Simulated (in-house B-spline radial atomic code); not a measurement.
A fraction x of an electron is moved 2s → 3p in neutral magnesium, starting from [Ne] 3s2 and keeping the highest spin. Computed with a radial B-spline atomic code at the basis-set limit: scalar-relativistic (X2C) TPSS, spin-polarised, spherical fractional occupations, Fermi nucleus of rms radius 3.057 fm.

```csv
x,E(x) - E(0) (eV),2s down level (eV),3p up level (eV)
0,0.0000,-81.134,-
0.125,10.0762,-82.939,-1.542
0.25,20.3480,-84.708,-1.763
0.375,30.8109,-86.440,-1.983
0.5,41.4607,-88.138,-2.203
0.625,?,?,?
0.75,?,?,?
0.875,74.4914,-93.036,-2.854
1,85.8492,-,-3.068
```

Question: What belongs in the row x = 0.625?

Answer: An energy change of 52.2933 eV; 2s down at -89.803 eV, 3p up at -2.421 eV.

Question: What belongs in the row x = 0.75?

Answer: An energy change of 63.3049 eV; 2s down at -91.436 eV, 3p up at -2.638 eV.

Question: Check Janak's theorem between x = 0.125 and 0.25.

Answer: The slope of the energy is 82.17 eV; the orbital levels give 82.17 eV (ε of the receiving orbital less ε of the emptying one, averaged over the two points).
